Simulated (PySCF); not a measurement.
# Re⁵²⁺ (rhenium, charge +52): UHF calculation

Configuration: [Ar] 3d5, high-spin 6S determinant. Calculation: PySCF 2.14, in an uncontracted even-tempered set (17 s from 12 bohr⁻², ratio 2.5; 13 p from 16 bohr⁻², ratio 2.5; 7 d from 16 bohr⁻², ratio 2.5; 4 f from 61 bohr⁻², ratio 2.7; 3 g from 92 bohr⁻², ratio 2.7); scalar relativity by spin-free X2C-1e.

| Quantity | Value |
| --- | --- |
| Total energy | -14289.728150 hartree |
| One-electron energy | -16194.8173 hartree |
| Hartree (Coulomb) energy | 2120.4881 hartree |
| Exchange energy | -215.3990 hartree |
| ⟨S²⟩ | 8.7502 |
| ⟨L²⟩ | 0.000 |
| Sum of ⟨r⟩ | 2.918 bohr |
| Sum of ⟨r²⟩ | 0.5322 bohr² |

```
shell  electrons  mean orbital energy (hartree)  rms radius, mean of both spins (bohr)
 1s α          1                    -2769.74810                                 0.0204
 1s β          1                    -2769.71379                                 0.0204
 2s α          1                     -583.52536                                 0.0818
 2s β          1                     -581.81390                                 0.0818
 2p α          3                     -526.09121                                 0.0744
 2p β          3                     -524.33846                                 0.0744
 3s α          1                     -216.87928                                  0.201
 3s β          1                     -214.87853                                  0.201
 3p α          3                     -199.49973                                  0.201
 3p β          3                     -197.03698                                  0.201
 3d α          5                     -181.43619                                  0.179
```

Spin-orbit coupling, which splits the p, d and f shells strongly at this Z, is absent. Spin-orbit coupling is strong in this species (close to jj coupling), so the high-spin LS determinant is a model state, not a physical level.

Densities and radii are taken from the X2C orbitals without a picture-change correction, which distorts them close to the nucleus.

Spin-orbit constants ζ (cm⁻¹) from the X2C one-electron operator on these orbitals: bare nucleus, nucleus screened by l(l+1)(2l+1)/3 electrons, and screened by the Breit-Pauli mean field of the electrons.

```
shell     bare  screened nucleus  mean field
   2p  7314000           7119000     7049000
   3p  1799000           1751000     1735000
   3d   287200            248900      246100
```
